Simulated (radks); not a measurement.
I2+, configuration [Kr] 4d10 5s2 5p2 7p1 (not the ground configuration). Method: Dirac Kohn-Sham, PBEsol, spin-unpolarised, spherical densities, point nucleus; open shells are shared between the two j in proportion to 2j + 1; computed with a radial shooting solver on a logarithmic mesh with Libxc functionals.

Radial electron density D(r) = 4 pi r^2 rho(r):

r (bohr)  D(r) (e/bohr)
0.001804          5.367
0.002504          9.123
0.003449          14.89
0.004787          23.66
0.006646          35.59
0.009152          49.34
0.0127            62.46
0.0175            69.50
0.02429           67.54
0.03372           61.31
0.04643           64.18
0.06446           80.52
0.08876           88.49
0.1232            72.45
0.1711            63.82
0.2356            74.50
0.327             56.31
0.4503            26.79
0.6251            27.19
0.8678            23.55
1.195             10.47
1.659             4.435
2.285             2.042
3.172            0.5026
4.403           0.08648
6.063           0.01379
8.417            0.1832
11.59           0.07884
16.09          0.002749

D(r) has 5 maxima, at r = 0.0191, 0.0839, 0.243, 0.699, 8.90 bohr, and minima at 0.0374, 0.159, 0.512, 5.60 bohr, inside which lie 2.03, 11.18, 29.01, 50.15 electrons.
